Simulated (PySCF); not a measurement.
Molecule: SMILES C[NH2+][BH2-]N, CH9BN2.

Geometry (Å), atoms numbered from 1 in this order:
```xyz
13

C    -2.0448    0.0244   -0.3612
N    -0.7280   -0.2882    0.1846
B     0.4737    0.8474   -0.0947
N     1.6921    0.3002    0.5724
H    -2.3832    0.9787    0.0632
H    -2.7870   -0.7587   -0.1459
H    -1.9525    0.1552   -1.4473
H    -0.7558   -0.4118    1.1980
H    -0.3643   -1.1687   -0.1833
H     0.5138    0.8960   -1.3270
H    -0.0011    1.8678    0.4113
H     2.0546    0.8612    1.3350
H     2.4649    0.0865   -0.0477
```

Geometry PBE0-D3(BJ)/def2-SVP throughout; GIAO in PySCF, gas phase, one conformer, non-relativistic; equivalent atoms averaged; basis pcSseg-2.

For orientation, KT3 gives these absolute shieldings σ: C1 153.6, N2 185.3, N4 232.0, B3 105.6, H10/H11 28.71, H5/H6/H7 28.94, H8/H9 29.31, H12/H13 30.92 ppm.

A run gave: C1 151.3, N2 183.8, N4 232.9, B3 102.3, H10/H11 28.48, H5/H6/H7 28.84, H8/H9 29.20, H12/H13 30.85 ppm (absolute shieldings σ).

Which functional was used in that run?
A. BP86
B. LDA
C. B3LYP
D. BLYP

Answers

A. H10/H11 tells them apart best: BP86 gives 28.48, LDA gives 27.91, B3LYP gives 28.77, BLYP gives 28.68 ppm.
